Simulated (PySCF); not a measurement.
SiH3Br, SMILES Br[SiH3]. Atoms are numbered in the order given.

```xyz
5

Si     0.0000     0.0000     1.4778
Br     0.0000     0.0000    -0.7576
H     -1.2130    -0.7004     1.9417
H      0.0000     1.4007     1.9417
H      1.2130    -0.7004     1.9417
```

The structure is a stationary point at B3LYP-D3(BJ)/def2-TZVP.

Computed with M06-2X/def2-TZVPD (PySCF).

Symmetry labels are those of the subgroup Cs that the program uses (full group C3v).

Computed valence orbital energies around the gap with their symmetry:
| orbital | symmetry | energy (eV) |
|---|---|---|
| HOMO−7 | A' | -78.08 |
| HOMO−6 | A' | -23.46 |
| HOMO−5 | A' | -16.94 |
| HOMO−4 | A' | -11.97 |
| HOMO−3 | A" | -11.97 |
| HOMO−2 | A' | -11.51 |
| HOMO−1 | A' | -9.65 |
| HOMO | A" | -9.65 |
| LUMO | A' | 0.05 |
| LUMO+1 | A' | 0.44 |
| LUMO+2 | A" | 0.95 |
| LUMO+3 | A' | 0.95 |
